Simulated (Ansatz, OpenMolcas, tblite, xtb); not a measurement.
## C2H5BN (SMILES B[N]C=C): the vertical energy of the quartet above the doublet, rung by rung

C2H5BN has 9 atoms, charge 0, and is taken as a doublet. As SMILES, `B[N]C=C`. The coordinates come from a PBE0-D4/def2-TZVP relaxation.

```xyz
9

B    -0.8646    1.6748   -0.1104
N    -0.4864    0.3877   -0.1062
C    -0.1262   -0.8444   -0.1021
C     1.1610   -1.2706    0.2123
H    -1.3009    2.1640    0.8968
H    -0.7589    2.3169   -1.1207
H    -0.8714   -1.6018   -0.3596
H     1.4106   -2.3233    0.2004
H     1.9254   -0.5495    0.4723
```

Quantity: the vertical energy of the quartet above the doublet, in eV. The values are calculated.

```json
{"level": "GFN2-xTB", "kind": "semi-empirical", "program": "tblite", "value (eV)": "5.27", "CPU time (all runs)": "under 2 s"}
{"level": "GFN0-xTB", "kind": "semi-empirical", "program": "xtb", "value (eV)": "5.44", "CPU time (all runs)": "under 2 s"}
{"level": "UHF/def2-SVPD", "kind": "Hartree–Fock", "program": "Ansatz", "value (eV)": "5.02", "CPU time (all runs)": "24 s"}
{"level": "USVWN5/def2-SVPD", "kind": "LDA", "program": "Ansatz", "value (eV)": "5.50", "CPU time (all runs)": "25 s"}
{"level": "UBLYP/def2-SVPD", "kind": "GGA", "program": "OpenMolcas", "value (eV)": "5.45", "CPU time (all runs)": "13 min"}
{"level": "U-r2SCAN/def2-SVPD", "kind": "meta-GGA", "program": "Ansatz", "value (eV)": "5.26", "CPU time (all runs)": "79 s"}
{"level": "UPBE0/def2-SVPD", "kind": "global hybrid", "program": "Ansatz", "value (eV)": "5.44", "CPU time (all runs)": "57 s"}
{"level": "UMP2/def2-SVPD", "kind": "perturbation theory", "program": "Ansatz", "value (eV)": "5.97", "CPU time (all runs)": "27 s"}
{"level": "UCCSD/def2-SVPD", "kind": "coupled cluster or CI", "program": "Ansatz", "value (eV)": "5.73", "CPU time (all runs)": "6.4 min"}
```

The values span 5.02 to 5.97 eV. Spin contamination of the reference (⟨S²⟩ at least 0.1 too high) touches UHF/def2-SVPD, UMP2/def2-SVPD, UCCSD/def2-SVPD (up to 0.24 too high). GFN0-xTB: no spin polarisation, so open shells miss the exchange term that lowers them. Times are those of the runs behind each value, whatever else they computed, on shared processors of several kinds: orders of magnitude only.
